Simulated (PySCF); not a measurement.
How methods differ on the excitation energy of S²⁺

S²⁺ [Ne] 3s2 3p2 (3P) → S²⁺ [Ne] 3s1 3p2 3d1 (high-spin determinant), as a difference of total energies. All numbers are calculated (PySCF 2.14, no relativity, point nucleus, in aug-cc-pV(Q+d)Z with one added diffuse shell each of s, p, d, f, g type (8s7p6d4f3g, 114 functions)). Correlated levels: valence: [Ne] frozen. The calculations carry no spin-orbit coupling.

| method | excitation energy (cm⁻¹) |
| --- | --- |
| UHF | 178140 |
| LDA | 183470 |
| PBE | 182070 |
| r2SCAN | 179610 |
| M06 | 187070 |
| B2PLYP | 188930 |
| wB97M-V | 187640 |
| MP2 (valence) | 187610 |

Problem. Estimate what PBE0 gives.

Solution. 183440 cm⁻¹, closest to LDA among the rows shown.

Problem. Estimate what SCS-MP2 (valence) gives.

Solution. 192860 cm⁻¹, closest to B2PLYP among the rows shown.

A first-order spin-orbit estimate (lowest level to lowest level, LS coupling) adds 0.016 eV.

The promoted electron is Rydberg-like, and one or two diffuse shells describe it only roughly, which tends to raise the upper state.

The determinant of the upper state mixes LS terms, which raises its energy above the lowest term, most at the Hartree-Fock and MP2 levels.
